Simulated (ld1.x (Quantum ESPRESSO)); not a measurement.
## What the settings do to the ultrasoft potential of sulfur (S)

Base potential:

S, ultrasoft, made with ld1.x (Quantum ESPRESSO) 7.5 (PBE, scalar-relativistic). Core [Ne], reference 3s2 3p3.5 (charge +0.5). Waves: 3s (bound): rcut 1.30, rcutus 1.45 bohr; 3s channel at 2.2 Ry: rcut 1.30, rcutus 1.45 bohr; 3p (bound): rcut 1.50, rcutus 1.80 bohr; 3p channel at 0.15 Ry: rcut 1.50, rcutus 1.80 bohr. Local part: all-electron potential smoothed inside 1.10 bohr (lloc = -1). Core correction: none. Augmentation charge: PSQ, inside the norm-conserving radii.

Cutoffs, loose and tight: the cutoffs (Ry, on a coarse ladder) from which the occupation-weighted sum of valence levels, in a spherical-Bessel basis at the reference potential, stays within 10 and 1 mRy of its value at 400 Ry. They do not see the model core or the augmentation charge, which bear on the density cutoff. Test errors are all-electron minus pseudo excitation energies from the reference, over the configurations 3s2 3p4; 3s2 3p3; 3s2 3p2; 3s2 3p1; 3s2 3p4.3; 3s0 3p6; 3s2 3p0. A dash means not determined; rows that change the core or the reference have their own tests. The largest error is taken over the tests solved by every variant that gives reliable tests at all: 3s2 3p1; 3s2 3p2; 3s2 3p3; 3s2 3p4; 3s2 3p4.3.

| change | outcome | cutoff, loose | cutoff, tight | bound ghosts | largest test error (meV) |
| --- | --- | --- | --- | --- | --- |
| base | generated | 18 Ry | 30 Ry | none | +19 |
| waves 3p (bound): rcut 1.16, rcutus 1.24 bohr; 3p channel at 0.15 Ry: rcut 1.16, rcutus 1.24 bohr | generated | 18 Ry | 35 Ry | none | +9.3 |
| waves 3p (bound): rcut 1.38, rcutus 1.46 bohr; 3p channel at 0.15 Ry: rcut 1.38, rcutus 1.46 bohr | generated | 18 Ry | 35 Ry | none | -4.4 |
| waves 3p (bound): rcut 1.50, rcutus 1.74 bohr; 3p channel at 0.15 Ry: rcut 1.50, rcutus 1.74 bohr | generated | 18 Ry | 30 Ry | none | +13 |
| waves 3p (bound): rcut 1.50, rcutus 1.86 bohr; 3p channel at 0.15 Ry: rcut 1.50, rcutus 1.86 bohr | generated | 18 Ry | 30 Ry | none | +29 |
| waves 3p (bound): rcut 1.50, rcutus 2.40 bohr; 3p channel at 0.15 Ry: rcut 1.50, rcutus 2.40 bohr | generated | 15 Ry | 25 Ry | none | +61 |

Problem. What comes out with this change to the base: waves 3p (bound): rcut 1.50, rcutus 2.62 bohr; 3p channel at 0.15 Ry: rcut 1.50, rcutus 2.62 bohr?

Solution. outcome: generated; cutoff, loose: 15 Ry; cutoff, tight: 21 Ry; bound ghosts: none; largest test error (meV): +107.

Problem. What comes out with this change to the base: waves 3p (bound): rcut 1.50, rcutus 2.16 bohr; 3p channel at 0.15 Ry: rcut 1.50, rcutus 2.16 bohr?

Solution. outcome: generated; cutoff, loose: 15 Ry; cutoff, tight: 30 Ry; bound ghosts: none; largest test error (meV): +56.

Reading the sweep of the p radius (base included, trends over the rows without a ghost): The loose cutoff stays near 18 Ry. The median size of the test errors (rows with all tests solved) is not monotonic: lowest 0.5 meV at 1.24 bohr, highest 3.0 meV at 1.46 bohr.
